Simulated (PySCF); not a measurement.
**Correlation energy of Ir⁺ (iridium, charge +1)**

[Xe] 4f14 5d6 6s1 6p1, one real determinant (an excited configuration). Calculation: PySCF 2.14, in x2c-TZVPPall (11s7p7d3f1g, 97 functions); the spin-free X2C one-electron Hamiltonian (Gaussian nucleus). Frozen: [Xe] 4f14; 8 electrons correlated.

```json
{"level": "CCSD", "correlation energy (mhartree)": "-133.54"}
{"level": "(T)", "correlation energy (mhartree)": "-4.14"}
{"level": "CCSD(T)", "correlation energy (mhartree)": "-137.68"}
```

Diagnostics: T1 = 0.0064, D1 = 0.0201, largest double amplitude 0.097.

The real determinant used has ⟨L²⟩ near 8 against 12 for a pure F term, so it mixes terms. Spin-orbit coupling, absent here, splits the open shell strongly.

Cost of the coupled-cluster step: about 10 core-seconds, for 8 correlated electrons.

The basis was made for the ground configuration and has no added diffuse functions, which can raise the energy of the promoted electron.

The reference is one real determinant that mixes LS terms of this configuration.
